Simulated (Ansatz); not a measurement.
`C=C=C[SiH2][SiH3]` from Hartree–Fock to CCSD(T)

```json
{"atom": "C1", "x (Å)": "1.585", "y (Å)": "-1.759", "z (Å)": "-1.860"}
{"atom": "C2", "x (Å)": "0.823", "y (Å)": "-1.474", "z (Å)": "-0.845"}
{"atom": "C3", "x (Å)": "0.082", "y (Å)": "-1.153", "z (Å)": "0.175"}
{"atom": "Si4", "x (Å)": "0.270", "y (Å)": "0.488", "z (Å)": "1.040"}
{"atom": "Si5", "x (Å)": "-1.636", "y (Å)": "1.806", "z (Å)": "0.698"}
{"atom": "H6", "x (Å)": "2.528", "y (Å)": "-2.277", "z (Å)": "-1.724"}
{"atom": "H7", "x (Å)": "1.293", "y (Å)": "-1.495", "z (Å)": "-2.871"}
{"atom": "H8", "x (Å)": "-0.679", "y (Å)": "-1.855", "z (Å)": "0.511"}
{"atom": "H9", "x (Å)": "1.476", "y (Å)": "1.175", "z (Å)": "0.508"}
{"atom": "H10", "x (Å)": "0.444", "y (Å)": "0.268", "z (Å)": "2.504"}
{"atom": "H11", "x (Å)": "-1.801", "y (Å)": "2.108", "z (Å)": "-0.750"}
{"atom": "H12", "x (Å)": "-2.847", "y (Å)": "1.079", "z (Å)": "1.168"}
{"atom": "H13", "x (Å)": "-1.538", "y (Å)": "3.089", "z (Å)": "1.445"}
```

Total charge 0; spin multiplicity 1. The structure was optimised at the PBE0-D4/def2-TZVP level. It is one conformer, not always the lowest. Frozen core, restricted reference, Ansatz 0.2.0. CBS rows extrapolate triple and quadruple zeta; past MP2 they add the triple-zeta difference.

```
     basis     HF (Eh)  MP2 corr.
def2-TZVPP  -696.12910   -0.72134
def2-QZVPP  -696.15193   -0.76946
```

Task: Estimate the CCSD correlation energy and the (T) correction in each basis where they were run (hartree).

Result: 
```csv
basis,CCSD corr.,(T)
def2-TZVPP,-0.78476,-0.03538
CBS(def2),-0.86853,as TZ
```
